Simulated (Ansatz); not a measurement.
[SiI3]- (SiI₃⁻), relaxed as a singlet with RKS r2SCAN-D4/def2-SVPD in Ansatz, starting from the GFN2-xTB geometry. Force threshold 0.02 eV/Å.

In the def2 sets I takes a core potential; there is no spin–orbit coupling.

Start:

```csv
atom,x (Å),y (Å),z (Å)
Si1,0.784,-0.328,-0.340
I2,0.527,-0.213,2.265
I3,-1.429,-1.580,-0.957
I4,0.118,2.122,-0.968
```

```
step  energy (eV)  largest force component (eV/Å)  SCF passes
   1  -32192.0995                           0.308          14
   2  -32192.1086                           0.019          20
```

Force components are those of the run's own axes.

End:

```xyz
4

Si    0.799   -0.335   -0.343
I     0.532   -0.215    2.290
I    -1.446   -1.593   -0.968
I     0.116    2.143   -0.980
```

By distances, no bond broke or formed. The bond that changes most is Si1–I4, from 2.62 to 2.65 Å (atoms count from 1).

No frequencies were taken in this run, so the end may be a saddle point.

Hardware: 2 threads of Arm Neoverse V1 on a shared host. Wall time 9 s.
